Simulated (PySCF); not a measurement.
SMILES FC(F)(F)c1cccc[c]1[GeH3] (GFN2-xTB optimised geometry):

```
18

F     -1.083    -2.529     0.870
C     -1.602    -1.669    -0.034
F     -2.916    -1.617     0.204
F     -1.455    -2.278    -1.229
C     -0.917    -0.341     0.000
C     -1.651     0.834    -0.004
C     -0.986     2.048     0.000
C      0.399     2.074     0.002
C      1.116     0.890     0.000
C      0.475    -0.341     0.000
Ge     1.524    -1.997     0.027
H     -2.730     0.797    -0.008
H     -1.549     2.968    -0.001
H      0.920     3.020     0.003
H      2.198     0.914    -0.003
H      2.916    -1.594    -0.353
H      1.043    -3.020    -0.939
H      1.571    -2.571     1.401
```

Method: PySCF 2.14.0 with CAM-B3LYP/def2-SVP.

### Question
What are the frontier orbital energies and the dipole moment?

### Answer
HOMO-2 -10.48 eV, HOMO-1 -9.13 eV, HOMO -8.95 eV, LUMO 0.08 eV, LUMO+1 0.50 eV; dipole moment 2.62 D.

Meta-Löwdin charges at CAM-B3LYP/def2-SVP: F1 -0.27, C2 0.75, F3 -0.26, F4 -0.27, C5 -0.04, C6 -0.10, C7 -0.09, C8 -0.09, C9 -0.09, C10 -0.17, Ge11 0.38, H12 0.12, H13 0.11, H14 0.11, H15 0.11, H16 -0.09, H17 -0.06, H18 -0.07.
